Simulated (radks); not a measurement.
Task: The beryllium ion Be3+, 1s1. All-electron calculation, non-relativistic Kohn-Sham, exchange-only PBE, spin-polarised, spherical densities, point nucleus. Program: a radial shooting solver on a logarithmic mesh with Libxc functionals. Every spin shell is full or empty, so the densities are truly spherical. Functionals are evaluated on that one density, not self-consistently. Rank these orbital-free kinetic functionals by their error against the exact value of the orbitals, and give that value: Thomas-Fermi, TF + vW, TF + vW/5, LC94, revAPBEK, Perdew 92, LKT, Ernzerhof.

Result: Exact: 7.97457 hartree. From best to worst, with 100 (|E| - |E exact|)/|E exact| (equal figures are ties): LC94 +2.18, Perdew 92 +2.70, revAPBEK +2.93, Ernzerhof +6.56, Thomas-Fermi -8.43, TF + vW/5 +11.57, LKT +62.48, TF + vW +91.57.
